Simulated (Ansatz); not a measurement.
Wavefunction ladder for CHFOSSi

| atom | x (Å) | y (Å) | z (Å) |
| --- | --- | --- | --- |
| O1 | -1.374 | 0.909 | -1.676 |
| C2 | -0.873 | 0.479 | -0.766 |
| S3 | 1.899 | -0.085 | -0.741 |
| Si4 | 0.435 | -0.260 | 0.553 |
| F5 | -0.288 | -1.636 | 0.895 |
| H6 | 0.199 | 0.593 | 1.735 |

Total charge 0; spin multiplicity 1. The bonds changed during the relaxation, so this is another structure than the one it started from. Geometry: relaxed with PBE0-D4/def2-TZVP. Frozen core, restricted reference, Ansatz. CBS rows extrapolate triple and quadruple zeta; past MP2 they add the triple-zeta difference.

```
     basis     HF (Eh)  MP2 corr.
  def2-SVP  -898.88631   -0.69791
def2-TZVPP  -899.40628   -0.89810
def2-QZVPP  -899.43624   -0.97499
```

**Question.** Estimate the CCSD correlation energy and the (T) correction in each basis where they were run (hartree).

**Answer.** 
```
     basis  CCSD corr.       (T)
  def2-SVP    -0.72088  -0.02401
def2-TZVPP    -0.91658  -0.04178
 CBS(def2)    -1.05044     as TZ
```
